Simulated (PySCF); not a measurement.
## Electrostatic potential from atomic charges

Species: `C#C[C@@H]1C=C[C@@H](Cl)[SiH2]C1`. Coordinates (GFN2-xTB, Å) and charges (e) from the PBE0/pcSseg-1 density (PySCF):

```csv
atom,x,y,z,Mulliken,IAO,Hirshfeld,ESP-fitted
C1,2.910,-1.570,1.266,-0.4180,-0.2554,-0.1231,-0.3278
C2,2.006,-0.895,0.868,+0.3187,-0.0229,-0.0341,-0.3249
C3,0.892,-0.113,0.365,-0.2550,-0.1291,-0.0125,+0.7788
C4,-0.278,-0.172,1.308,-0.0653,-0.1273,-0.0304,-0.4730
C5,-1.431,0.438,1.062,-0.0547,-0.1637,-0.0597,-0.0042
C6,-1.665,1.246,-0.160,-0.5038,-0.3672,-0.0778,-0.4569
Cl7,-0.756,2.812,-0.021,-0.1157,-0.1219,-0.0605,-0.1167
Si8,-0.989,0.352,-1.720,+0.7519,+0.7652,+0.3375,+0.5155
C9,0.495,-0.621,-1.038,-0.4599,-0.5299,-0.1519,-0.5618
H10,3.711,-2.149,1.619,+0.0365,+0.2006,+0.0899,+0.2852
H11,1.218,0.932,0.278,+0.1863,+0.1755,+0.0420,-0.0149
H12,-0.143,-0.742,2.216,+0.1172,+0.1633,+0.0504,+0.2060
H13,-2.244,0.369,1.772,+0.1077,+0.1563,+0.0504,+0.1353
H14,-2.709,1.544,-0.242,+0.1751,+0.1717,+0.0475,+0.2487
H15,-0.609,1.357,-2.712,-0.0546,-0.1106,-0.0747,-0.0992
H16,-2.033,-0.551,-2.214,-0.0777,-0.1222,-0.0772,-0.1005
H17,0.253,-1.682,-0.960,+0.1530,+0.1584,+0.0402,+0.1676
H18,1.361,-0.547,-1.696,+0.1584,+0.1593,+0.0441,+0.1428
```

Points outside the species (Å): A (1.9, 3.6, -1.9); B (-4.2, 1.0, -3.1); C (-1.6, -3.8, -0.9); D (-2.4, -5.2, -4.8); E (2.8, 4.0, 2.7).

Q: Find the potential V = 14.3996 V·Å × Σ q/r of each set of charges at these points.

A: In volts:

| point | nearest atom | distance (Å) | Mulliken | IAO | Hirshfeld | ESP-fitted |
| --- | --- | --- | --- | --- | --- | --- |
| A | Cl7 | 3.35 | +0.044 | -0.160 | -0.064 | -0.189 |
| B | H16 | 2.81 | +0.572 | +0.374 | +0.154 | +0.194 |
| C | H17 | 2.81 | +0.310 | +0.092 | +0.055 | +0.118 |
| D | H16 | 5.33 | +0.214 | +0.100 | +0.036 | +0.059 |
| E | H11 | 4.22 | -0.196 | -0.244 | -0.095 | -0.195 |

Q: How far are the other sets from the ESP-fitted one at these points?

A: Root-mean-square difference: Hirshfeld 0.080 V, IAO 0.087 V, Mulliken 0.227 V. The ESP scheme fits charges at the nuclei, held to the total charge, to the electrostatic potential on points at 1.4 to 2.0 times the van der Waals radii.

Q: What energy would a point charge of +2 e have at E in the field of the ESP charges, leaving out polarisation?

A: -0.391 eV = -37.7 kJ/mol, an attraction.

Geometry: GFN2-xTB, one conformer, isolated molecule.

The run behind these numbers computed NMR shieldings as well. The run took 76 s on one thread, Arm Neoverse N1 (aarch64), shared host with 64 logical CPUs at a one-minute load of 54, and the process peaked at 0.88 GiB of memory.
